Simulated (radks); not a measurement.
Task: All-electron atom: Pr+ in [Xe] 4f4 (not the ground configuration). All-electron calculation, Dirac Kohn-Sham, LDA (Slater exchange, Perdew-Wang correlation), spin-unpolarised, spherical densities, finite nucleus; open shells are shared between the two j in proportion to 2j + 1; Fermi nuclear charge, rms radius 4.8919 fm. Program: a radial shooting solver on a logarithmic mesh with Libxc functionals. Some entries of the table are withheld. Estimate them.

orbital,occ.,eigenvalue (hartree),r(max) (bohr)
1s1/2,2,-1533.665,0.01543
2s1/2,2,-246.6822,0.08748
2p1/2,2,-233.2631,0.06651
2p3/2,4,-215.5626,0.07187
3s1/2,2,-53.19504,0.2496
3p1/2,2,-47.47152,0.2362
3p3/2,4,-43.96593,0.2478
3d3/2,4,-33.93560,0.1984
3d5/2,6,-33.17901,0.2017
4s1/2,2,-10.56323,0.5795
4p1/2,2,-8.42256,0.5877
4p3/2,4,-7.66513,0.6129
4d3/2,4,-4.14544,(1)
4d5/2,6,-4.01308,(2)
5s1/2,2,-1.52036,1.360
5p1/2,2,(3),1.500
5p3/2,4,(4),1.578
4f5/2,1.71429,-0.11301,0.7004
4f7/2,2.28571,-0.10236,0.7066

Result: 
(1) 4d3/2 r(max) (bohr): 0.6318
(2) 4d5/2 r(max) (bohr): 0.6401
(3) 5p1/2 eigenvalue (hartree): -0.96202
(4) 5p3/2 eigenvalue (hartree): -0.86373
